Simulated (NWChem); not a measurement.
System meant: C$_{3}$H$_{5}$Br; SMILES BrC1CC1

NWChem input:

```
start job
memory heap 200 mb stack 900 mb global 1100 mb
geometry units angstroms noautosym nocenter noautoz
  Br    -0.025182    -1.021203     0.000000
  C      0.570612     0.797085     0.000000
  C     -0.197075     1.831762    -0.752123
  C     -0.197075     1.831762     0.752123
  H      1.661719     0.840527     0.000000
  H      0.374862     2.595567    -1.286977
  H     -1.112648     1.513818    -1.257294
  H      0.374862     2.595567     1.286977
  H     -1.112648     1.513818     1.257294
end
basis spherical
  * library def2-svp
end
dft
  xc xtpss03 ctpss03
  iterations 150
end
property
  shielding 6 1 2 3 5 6 7
end
task dft property
```

End of the output:

```
 Vector   32  Occ=0.000000D+00  E= 7.906169D-02
              MO Center= -6.7D-01,  1.4D+00,  3.0D-10, r^2= 5.9D+00
   Bfn.  Coefficient  Atom+Function         Bfn.  Coefficient  Atom+Function
  ----- ------------  ---------------      ----- ------------  ---------------
    35      1.563672  2 C  s                 49     -1.535440  3 C  s
    63     -1.535440  4 C  s                 86      1.223630  7 H  s
    96      1.223630  9 H  s                 76     -0.865419  5 H  s
    81      0.457920  6 H  s                 91      0.457920  8 H  s
    55      0.279133  3 C  pz                69     -0.279133  4 C  pz

 center of mass
 --------------
 x =   0.00457279 y =  -0.29611583 z =   0.00000000

 moments of inertia (a.u.)
 ------------------
         741.124091421906           4.039514781670           0.000000000000
           4.039514781670         109.103761415259          -0.000000000000
           0.000000000000          -0.000000000000         706.661120250410

     Multipole analysis of the density
     ---------------------------------

     L   x y z        total         alpha         beta         nuclear
     -   - - -        -----         -----         ----         -------
     0   0 0 0     -0.000000    -29.000000    -29.000000     58.000000

     1   1 0 0      0.128941     -0.279034     -0.279034      0.687008
     1   0 1 0      0.701851      0.274537      0.274537      0.152777
     1   0 0 1     -0.000000     -0.000000     -0.000000      0.000000

     2   2 0 0    -26.563165    -27.494722    -27.494722     28.426279
     2   1 1 0      1.092207      1.847637      1.847637     -2.603068
     2   1 0 1     -0.000000     -0.000000     -0.000000      0.000000
     2   0 2 0    -26.155668   -190.452505   -190.452505    354.749342
     2   0 1 1      0.000000      0.000000      0.000000      0.000000
     2   0 0 2    -27.801593    -37.581353    -37.581353     47.361112

          -----------------------------------------
          Chemical Shielding Tensors (GIAO, in ppm)
          -----------------------------------------

 ------------------------------------------------------------------------
  xtpss03: d2 not coded                    0
 ------------------------------------------------------------------------
 ------------------------------------------------------------------------
  current input line :
    24: task dft property
 ------------------------------------------------------------------------
 ------------------------------------------------------------------------
 This error has not yet been assigned to a category
 ------------------------------------------------------------------------
 For more information see the NWChem manual at https://nwchemgit.github.io

0: xtpss03: d2 not coded:Received an Error in Communication
```

Question: Can this run be used? If not, why, and what is the fix?

Answer: The program stopped with an error. Cause: this functional's second derivatives, which shieldings need, aren't coded here; the fix takes a hybrid GGA instead. This input runs:
```
start job
memory heap 200 mb stack 900 mb global 1100 mb
geometry units angstroms noautosym nocenter noautoz
  Br    -0.025182    -1.021203     0.000000
  C      0.570612     0.797085     0.000000
  C     -0.197075     1.831762    -0.752123
  C     -0.197075     1.831762     0.752123
  H      1.661719     0.840527     0.000000
  H      0.374862     2.595567    -1.286977
  H     -1.112648     1.513818    -1.257294
  H      0.374862     2.595567     1.286977
  H     -1.112648     1.513818     1.257294
end
basis spherical
  * library def2-svp
end
dft
  xc pbe0
  iterations 150
end
property
  shielding 6 1 2 3 5 6 7
end
task dft property
```
It converges to -2690.61428 Ha (PBE0/def2-SVP, GIAO).
